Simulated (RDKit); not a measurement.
A run for RDKit: UFF on C4H8 (a complex), monomers drawn apart or pushed together.

```python
from rdkit import Chem
from rdkit.Chem import AllChem, rdDetermineBonds

blocks = [
'''4

C     0.42229757   -0.24328049   -0.58113659
C    -0.33587133    0.00520841    0.31109152
H     1.09553213   -0.46375577   -1.37326245
H    -1.00565897    0.22474297    1.10641608
''',
'''8

C    -0.77477753    0.31156919    5.12882017
C     0.69662821   -0.09220167    5.10536901
H    -0.93717893    1.25327036    4.59908986
H    -1.13568903    0.44796198    6.15004294
H    -1.40356775   -0.45012183    4.66169477
H     1.05532400   -0.22778848    4.08366851
H     0.85660853   -1.03060987    5.63977518
H     1.32175811    0.66796355    5.57776072
''',
]
mol = None
for b in blocks:
    f = Chem.MolFromXYZBlock(b)
    rdDetermineBonds.DetermineBonds(f, charge=0)
    mol = f if mol is None else Chem.CombineMols(mol, f)
Chem.SanitizeMol(mol)
print(Chem.MolToSmiles(Chem.RemoveHs(mol)))
ff = AllChem.UFFGetMoleculeForceField(mol, vdwThresh=100.0, ignoreInterfragInteractions=False)
e = ff.CalcEnergy()
print(f'UFF energy {e:.6f} kcal/mol')
```

Output:

```
C#C.CC
UFF energy 0.908859 kcal/mol
```

The run finished.

Cost: very roughly 0.010 core-seconds.
